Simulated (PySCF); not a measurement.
C3H7FSi, SMILES [C@@H]1([SiH3])[C@H](C1)F.

Geometry: B3LYP-D3(BJ)/def2-SVP. The structure was generated by enumeration; whether it is a known compound was not checked.

Method: B3LYP-D3(BJ)/def2-SVP run with PySCF.

Frequencies are harmonic and unscaled.

| mode | ν (cm⁻¹) | IR (km/mol) | Raman (Å⁴/amu) | depolarisation | moving atoms (share of kinetic energy) |
|---|---|---|---|---|---|
| 1 | 116 | 0.2 | 0.1 | 0.75 | H 91 % |
| 2 | 157 | 1.4 | 0.1 | 0.73 | C 39 %, F 26 %, H 22 %, Si 13 % |
| 3 | 214 | 2.6 | 0.5 | 0.07 | C 47 %, H 31 %, Si 14 % |
| 4 | 360 | 6.3 | 3.4 | 0.33 | F 34 %, C 25 %, Si 24 %, H 17 % |
| 5 | 427 | 4.0 | 0.7 | 0.71 | C 37 %, H 35 %, F 28 % |
| 6 | 590 | 6.6 | 13.1 | 0.46 | H 65 %, C 18 %, Si 17 % |
| 7 | 637 | 30.9 | 15.0 | 0.75 | H 78 %, Si 10 %, C 9 % |
| 8 | 722 | 28.1 | 5.7 | 0.42 | H 56 %, C 30 %, Si 13 % |
| 9 | 820 | 26.3 | 7.0 | 0.60 | C 43 %, H 42 %, F 14 % |
| 10 | 891 | 28.5 | 3.4 | 0.60 | H 52 %, C 45 % |
| 11 | 930 | 280.5 | 11.9 | 0.74 | H 76 %, C 18 % |
| 12 | 949 | 56.5 | 17.4 | 0.75 | H 86 %, C 10 % |
| 13 | 955 | 54.4 | 21.6 | 0.75 | H 89 % |
| 14 | 964 | 16.1 | 15.9 | 0.70 | H 71 %, C 25 % |
| 15 | 996 | 14.6 | 3.0 | 0.71 | H 56 %, C 40 % |
| 16 | 1052 | 11.9 | 3.1 | 0.66 | H 76 %, C 20 % |
| 17 | 1068 | 12.2 | 1.5 | 0.62 | H 50 %, C 45 % |
| 18 | 1103 | 10.0 | 0.7 | 0.58 | H 77 %, C 22 % |
| 19 | 1182 | 41.4 | 2.0 | 0.19 | C 52 %, H 34 %, F 14 % |
| 20 | 1217 | 6.5 | 14.5 | 0.15 | H 64 %, C 35 % |
| 21 | 1273 | 24.4 | 7.4 | 0.45 | H 64 %, C 32 % |
| 22 | 1400 | 33.2 | 7.0 | 0.53 | H 74 %, C 25 % |
| 23 | 1473 | 54.1 | 4.8 | 0.54 | H 54 %, C 46 % |
| 24 | 2213 | 84.7 | 115.9 | 0.14 | H 97 % |
| 25 | 2221 | 117.0 | 136.3 | 0.30 | H 97 % |
| 26 | 2222 | 119.1 | 143.8 | 0.27 | H 97 % |
| 27 | 3120 | 5.8 | 92.7 | 0.13 | H 95 % |
| 28 | 3142 | 0.9 | 117.9 | 0.23 | H 92 %, C 8 % |
| 29 | 3146 | 13.3 | 61.8 | 0.26 | H 92 %, C 8 % |
| 30 | 3219 | 2.0 | 71.5 | 0.67 | H 89 %, C 11 % |
